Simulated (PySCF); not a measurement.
# Spinor energies of Ti (titanium, neutral)

Start: [Ar] 3d1 4s2 4p1; 3d5/2 filled at m_j = +5/2; 4p3/2 filled at m_j = +3/2. Calculated with PySCF 2.14 in x2c-TZVPall-2c: generalised Hartree-Fock with the X2C-1e Hamiltonian and a Gaussian nucleus; one run each with spin-orbit coupling (SO) switched off, then screened by Boettger's factors. This is a chosen level, not necessarily the ground level.

```json
{"spinor shell": "1s1/2", "electrons": "2", "ε, spin-free (eV)": "-5024.7", "ε, screened SO (eV)": "-5024.7", "weight of nominal j (screened SO)": "1.000", "rms radius, screened SO (bohr)": "0.0804"}
{"spinor shell": "2s1/2", "electrons": "2", "ε, spin-free (eV)": "-597.06", "ε, screened SO (eV)": "-597.07", "weight of nominal j (screened SO)": "1.000", "rms radius, screened SO (bohr)": "0.350"}
{"spinor shell": "2p1/2", "electrons": "2", "ε, spin-free (eV)": "-492.62", "ε, screened SO (eV)": "-496.49", "weight of nominal j (screened SO)": "0.997", "rms radius, screened SO (bohr)": "0.318"}
{"spinor shell": "2p3/2", "electrons": "4", "ε, spin-free (eV)": "-492.62", "ε, screened SO (eV)": "-490.75", "weight of nominal j (screened SO)": "0.999", "rms radius, screened SO (bohr)": "0.321"}
{"spinor shell": "3s1/2", "electrons": "2", "ε, spin-free (eV)": "-85.938", "ε, screened SO (eV)": "-85.954", "weight of nominal j (screened SO)": "1.000", "rms radius, screened SO (bohr)": "1.06"}
{"spinor shell": "3p3/2", "electrons": "4", "ε, spin-free (eV)": "-55.233", "ε, screened SO (eV)": "-55.046", "weight of nominal j (screened SO)": "0.844", "rms radius, screened SO (bohr)": "1.16"}
{"spinor shell": "3p1/2", "electrons": "2", "ε, spin-free (eV)": "-55.233", "ε, screened SO (eV)": "-55.661", "weight of nominal j (screened SO)": "0.688", "rms radius, screened SO (bohr)": "1.15"}
{"spinor shell": "3d5/2", "electrons": "1", "ε, spin-free (eV)": "-17.336", "ε, screened SO (eV)": "-17.324", "weight of nominal j (screened SO)": "1.000", "rms radius, screened SO (bohr)": "1.51"}
{"spinor shell": "4s1/2", "electrons": "2", "ε, spin-free (eV)": "-8.249", "ε, screened SO (eV)": "-8.254", "weight of nominal j (screened SO)": "0.986", "rms radius, screened SO (bohr)": "3.53"}
{"spinor shell": "4p3/2", "electrons": "1", "ε, spin-free (eV)": "-4.991", "ε, screened SO (eV)": "-4.979", "weight of nominal j (screened SO)": "1.000", "rms radius, screened SO (bohr)": "4.27"}
```

| quantity | spin-free | screened SO |
| --- | --- | --- |
| E (hartree) | -852.56449 | -852.56978 |
| M_J | 4 | 4 |
| ⟨J²⟩ | 20.223 | 20.222 |
| ⟨L²⟩ | 12.172 | 12.171 |
| ⟨S²⟩ | 2.050 | 2.050 |

Each row is a mean over spinors that exchange with the open shell spreads, by up to 5.520 eV (3p3/2).

Rows whose weight is well below 1 are mixtures of j = l ± 1/2: exchange outweighs spin-orbit coupling there, and the label is only the starting occupation.

⟨J²⟩ departs a little from M_J(M_J + 1) because the unrestricted spinors polarise the closed shells.

Without spin-orbit coupling the j labels of p, d and f shells carry no meaning; the spin-free column gives the mean over the occupied spinors of each nl shell, and its ⟨J²⟩ belongs to a mixture of degenerate components.
